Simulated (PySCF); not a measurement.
Computed shifts of a molecule CH7AlO2Si, PBE/pcSseg-1 (PySCF), GIAO, gas phase, atoms alike by connectivity averaged where their shifts nearly agree, in ppm (number of nuclei): ¹H: 5.67 (3), 4.44 (3), 4.07 (1). ¹³C: 58.1 (1). ²⁹Si: -42.5 (1). References: ¹H against TMS (σ = 31.49 ppm); ¹⁷O against H2O (σ = 334.3 ppm); ¹³C against TMS (σ = 182.0 ppm); ²⁹Si against TMS (σ = 335.4 ppm), references at their B3LYP-D3(BJ)/def2-TZVP geometries, non-relativistic. Coordinates come from a PBE0-D3(BJ)/def2-SVP optimisation. One conformer was computed; it need not be the lowest.

Task: Which molecule gave these data?
(A) [OH][Al]([OH])[CH2][SiH3]
(B) C[O][AlH][O][SiH3]
(C) C[SiH2][Al]([OH])[OH]
(D) [CH3][Al]([OH])[O][SiH3]

Result: B, C[O][AlH][O][SiH3]
